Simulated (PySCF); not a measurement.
Compound: C7H11 (doublet state).
SMILES with atom numbers: `[CH2:1]=[C:2]([CH:3][CH3:4])[CH:5]1[CH2:6][CH2:7]1` (hydrogens: H8, H9 on C1; H10 on C3; H11, H12, H13 on C4; H14 on C5; H15, H16 on C6; H17, H18 on C7)

Cartesian coordinates in Å at the GFN2-xTB level; atoms count from 1:
```
atom  x, y, z in Å
C1     0.7538    1.2557    1.3613
C2     0.2170    0.4061    0.4234
C3     0.9961   -0.3423   -0.4487
C4     2.4821   -0.3153   -0.4889
C5    -1.2679    0.2990    0.3667
C6    -1.9536   -1.0134    0.0974
C7    -2.0009    0.0722   -0.9270
H8     1.8139    1.3823    1.4749
H9     0.1232    1.8212    2.0232
H10    0.5129   -1.0112   -1.1423
H11    2.8515   -0.8252   -1.3754
H12    2.9039   -0.8134    0.3883
H13    2.8609    0.7070   -0.4908
H14   -1.7616    0.9498    1.0783
H15   -2.8519   -1.2411    0.6513
H16   -1.3363   -1.8775   -0.0949
H17   -2.9329    0.5953   -1.0798
H18   -1.4192   -0.0430   -1.8285
```

The hyperfine couplings belong to this conformer and change with its torsions.

Computed with UKS B3LYP, pcH-1 on C H, non-relativistic, mean-field spin-orbit, GIAO (PySCF 2.14.0). The structure is a single GFN2-xTB conformer in the gas phase; no vibrational or solvent corrections. The geometry wasn't refined by DFT: couplings that depend on bond lengths, twists or pyramidal angles can differ widely from those at the functional's own minimum. Stability of the SCF solution: not tested. ⟨S²⟩ is 0.777 where a pure state has 0.75.

**Question.** The isotropic 13C couplings, averaged over equivalent nuclei, are +60.2, +49.3, -47.2, -23.3, +6.2, -5.5 MHz. Assign them to C1; C2; C3; C4; C5; C6/C7.

**Answer.** 
```
 site  a_iso (MHz)  ρ(0) (bohr⁻³)                 position  distance from C3 (Å)  spin population  largest |T| (MHz)
   C1        +49.3        +0.0439         a main spin site                  2.43            +0.63               91.7
   C2        -47.2        -0.0420           1 bond from C1                  1.39            -0.25               27.9
   C3        +60.2        +0.0536  largest spin population                  0.00            +0.70              110.0
   C4        -23.3        -0.0207           1 bond from C3                  1.49            -0.06                1.2
   C5         +6.2        +0.0055          2 bonds from C1                  2.49            +0.02                0.7
C6/C7         -5.5        -0.0049          3 bonds from C3                  3.07            -0.01                2.1
```

ρ(0) is the spin density at the nucleus and T the dipolar tensor; entries for several nuclei are means. Largest spin populations (Mulliken): C3 (+0.70), C1 (+0.63) and C2 (-0.25). The angles at C3 add up to 360.0°, so it is planar; its axial dipolar tensor and the negative coupling of its proton fit spin in a p orbital normal to that plane. Main spin sites, with 60 % or more of the largest population: C1, C3; positions count bonds from the nearest.

The spin density at the nucleus, in bohr⁻³, is negative for C2 (-0.0420), C4 (-0.0207) and H10 (-0.0100), for instance. A restricted open-shell determinant has no negative spin density anywhere; here it arises because α and β orbitals differ (spin polarisation).

Nuclei that the bonding pattern makes equivalent are averaged, as if the motion that swaps them (rotation, inversion, ring flip) were fast. The three 1H nuclei of mean +46.6 MHz run from 6.1 to 83.0 MHz in the frozen geometry.
